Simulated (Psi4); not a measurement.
Psi4 input (wB97X-D/6-311+G**):

```
memory 1500 MB

molecule {
1 1
C    -2.10029410    0.93471957    0.71740957
C    -0.97293424   -0.09355503    0.62843438
C    -1.45303827   -1.38813702   -0.02964645
C     0.22073271    0.53748080   -0.13170209
C     1.39460887   -0.38892293   -0.15382920
O     2.55988524    0.35029579   -0.90511020
H    -2.47301529    1.19170081   -0.27656126
H    -1.77247271    1.85290218    1.20726320
H    -2.93375491    0.52955926    1.29068653
H    -0.63657070   -0.31978244    1.64584677
H    -2.33448794   -1.76535175    0.48795424
H    -1.73201159   -1.21722637   -1.07234679
H    -0.70535993   -2.18380423   -0.00123284
H    -0.08545140    0.77574463   -1.15294460
H     0.49543253    1.46937545    0.37394701
H     1.80219480   -0.62895454    0.82537808
H     1.27239518   -1.27089580   -0.77325860
H     3.41592124   -0.11692575   -0.89191872
H     2.67364887    1.27177981   -0.60592852
symmetry c1
no_reorient
no_com
}

set {
  basis 6-311+G**
  reference rks
  scf_type df
  df_basis_scf def2-universal-jkfit
  dft_radial_points 99
  dft_spherical_points 590
  e_convergence 1e-8
  d_convergence 1e-7
  maxiter 150
}

e = energy('wb97x-d')
print_out(f'\nFINAL {e:.10f} DIPOLE {variable("CURRENT DIPOLE")[0]:.6f} {variable("CURRENT DIPOLE")[1]:.6f} {variable("CURRENT DIPOLE")[2]:.6f}\n')
```

Output:

```
   => Loading Basis Set <=

    Name: 6-311+G**
    Role: ORBITAL
    Keyword: BASIS
    atoms 1-5  entry C          line   129 file 6-311pgss.gbs
    atoms 6    entry O          line   171 file 6-311pgss.gbs
    atoms 7-19 entry H          line    42 file 6-311pgss.gbs

   => WB97X-D: Empirical Dispersion <=

    Chai and Head-Gordon Dispersion Correction
    Chai, J.-D.; Head-Gordon, M. (2010), J. Chem. Phys., 132: 6615-6620

        s6 =       1.000000

         ---------------------------------------------------------
                                   SCF
               by Justin Turney, Rob Parrish, Andy Simmonett
                          and Daniel G. A. Smith
                              RKS Reference
         ---------------------------------------------------------

  ==> Geometry <==

    Molecular point group: c1
    Full point group: C1

    Geometry (in Angstrom), charge = 1, multiplicity = 1:

       Center              X                  Y                   Z               Mass
    ------------   -----------------  -----------------  -----------------  -----------------
         C           -2.100294100000     0.934719570000     0.717409570000    12.000000000000
         C           -0.972934240000    -0.093555030000     0.628434380000    12.000000000000
         C           -1.453038270000    -1.388137020000    -0.029646450000    12.000000000000
         C            0.220732710000     0.537480800000    -0.131702090000    12.000000000000
         C            1.394608870000    -0.388922930000    -0.153829200000    12.000000000000
         O            2.559885240000     0.350295790000    -0.905110200000    15.994914619570
         H           -2.473015290000     1.191700810000    -0.276561260000     1.007825032230
         H           -1.772472710000     1.852902180000     1.207263200000     1.007825032230
         H           -2.933754910000     0.529559260000     1.290686530000     1.007825032230
         H           -0.636570700000    -0.319782440000     1.645846770000     1.007825032230
         H           -2.334487940000    -1.765351750000     0.487954240000     1.007825032230
         H           -1.732011590000    -1.217226370000    -1.072346790000     1.007825032230
         H           -0.705359930000    -2.183804230000    -0.001232840000     1.007825032230
         H           -0.085451400000     0.775744630000    -1.152944600000     1.007825032230
         H            0.495432530000     1.469375450000     0.373947010000     1.007825032230
         H            1.802194800000    -0.628954540000     0.825378080000     1.007825032230
         H            1.272395180000    -1.270895800000    -0.773258600000     1.007825032230
         H            3.415921240000    -0.116925750000    -0.891918720000     1.007825032230
         H            2.673648870000     1.271779810000    -0.605928520000     1.007825032230

  Running in c1 symmetry.

  Rotational constants: A =      0.22231  B =      0.05528  C =      0.04749 [cm^-1]
  Rotational constants: A =   6664.59409  B =   1657.22503  C =   1423.81487 [MHz]
  Nuclear repulsion =  262.808219780306956

  Charge       = 1
  Multiplicity = 1
[...]
      38A      0.029209    39A      0.035415    40A      0.039888
      41A      0.046081    42A      0.053103    43A      0.056250
      44A      0.062709    45A      0.073869    46A      0.082460
      47A      0.086815    48A      0.100914    49A      0.116625
      50A      0.119950    51A      0.126214    52A      0.139299
      53A      0.144846    54A      0.147553    55A      0.152199
      56A      0.156825    57A      0.169669    58A      0.175845
      59A      0.189694    60A      0.194938    61A      0.205221
      62A      0.215719    63A      0.217869    64A      0.230752
      65A      0.235548    66A      0.248779    67A      0.293218
      68A      0.304138    69A      0.317660    70A      0.352894
      71A      0.366634    72A      0.375047    73A      0.395947
      74A      0.404806    75A      0.419863    76A      0.434523
      77A      0.453085    78A      0.465164    79A      0.520527
      80A      0.531682    81A      0.544942    82A      0.556664
      83A      0.566738    84A      0.576104    85A      0.589708
      86A      0.603713    87A      0.612749    88A      0.627879
      89A      0.638967    90A      0.654767    91A      0.662224
      92A      0.672712    93A      0.679070    94A      0.717955
      95A      0.735417    96A      0.766861    97A      0.810073
      98A      0.816713    99A      0.868202   100A      0.871298
     101A      0.907961   102A      0.949226   103A      0.967687
     104A      0.991652   105A      1.021257   106A      1.059912
     107A      1.093960   108A      1.125094   109A      1.154752
     110A      1.186931   111A      1.297697   112A      1.327349
     113A      1.338759   114A      1.351350   115A      1.371912
     116A      1.400767   117A      1.404919   118A      1.426143
     119A      1.433400   120A      1.441593   121A      1.480961
     122A      1.494641   123A      1.515104   124A      1.525687
     125A      1.538105   126A      1.549936   127A      1.556572
     128A      1.588161   129A      1.590340   130A      1.613930
     131A      1.629152   132A      1.641779   133A      1.675507
     134A      1.691697   135A      1.734391   136A      1.745168
     137A      1.761986   138A      1.774143   139A      1.782312
     140A      1.842819   141A      1.861031   142A      1.929336
     143A      1.934242   144A      1.951545   145A      1.991705
     146A      2.010222   147A      2.033028   148A      2.059579
     149A      2.101367   150A      2.129409   151A      2.149675
     152A      2.187679   153A      2.224163   154A      2.252844
     155A      2.306825   156A      2.333255   157A      2.361682
     158A      2.388568   159A      2.405336   160A      2.410982
     161A      2.447307   162A      2.452224   163A      2.469890
     164A      2.481289   165A      2.508359   166A      2.509655
     167A      2.514787   168A      2.537320   169A      2.564694
     170A      2.567952   171A      2.630315   172A      2.647412
     173A      2.657890   174A      2.689962   175A      2.705595
     176A      2.712169   177A      2.734436   178A      2.755194
     179A      2.836464   180A      2.863557   181A      2.890562
     182A      2.943496   183A      2.950215   184A      3.014470
     185A      3.067452   186A      3.110923   187A      3.214802
     188A      3.429723   189A      3.491074   190A      3.628798
     191A      3.673638   192A      3.726376   193A      3.754070
     194A      3.766584   195A      3.774364   196A      3.803345
     197A      3.832885   198A      3.962385   199A      4.109398
     200A      4.232746   201A      4.281051   202A      4.885797
     203A      5.273812   204A      5.431798   205A     23.738815
     206A     23.816003   207A     23.871141   208A     23.972341
     209A     23.985733   210A     49.725079

    Final Occupation by Irrep:
              A
    DOCC [    25 ]
    NA   [    25 ]
    NB   [    25 ]

  @DF-RKS Final Energy:  -273.29387449498711

   => Energetics <=

    Nuclear Repulsion Energy =            262.8082197803069562
    One-Electron Energy =                -879.8011207652145913
    Two-Electron Energy =                 371.2232597345181375
    DFT Exchange-Correlation Energy =     -27.5130343434024738
    Empirical Dispersion Energy =          -0.0111989011950771
    VV10 Nonlocal Energy =                  0.0000000000000000
    Total Energy =                       -273.2938744949871079

Computation Completed

Properties will be evaluated at   0.000000,   0.000000,   0.000000 [a0]

Properties computed using the SCF density matrix

 Multipole Moments:

 ------------------------------------------------------------------------------------
     Multipole            Electronic (a.u.)      Nuclear  (a.u.)        Total (a.u.)
 ------------------------------------------------------------------------------------

 L = 1.  Multiply by 2.5417464519 to convert [e a0] to [Debye]
 Dipole X            :          3.4274920           -0.0000002            3.4274918
 Dipole Y            :          0.3120585           -0.0000002            0.3120583
 Dipole Z            :         -0.4709933            0.0000003           -0.4709930
 Magnitude           :                                                    3.4737465

 ------------------------------------------------------------------------------------

FINAL -273.2938744950 DIPOLE 3.427492 0.312058 -0.470993

*** Psi4 exiting successfully. Buy a developer a beer!
```

The dipole moment of an ion depends on the origin.

The geometry given is a B3LYP-D3(BJ)/def2-TZVP minimum.
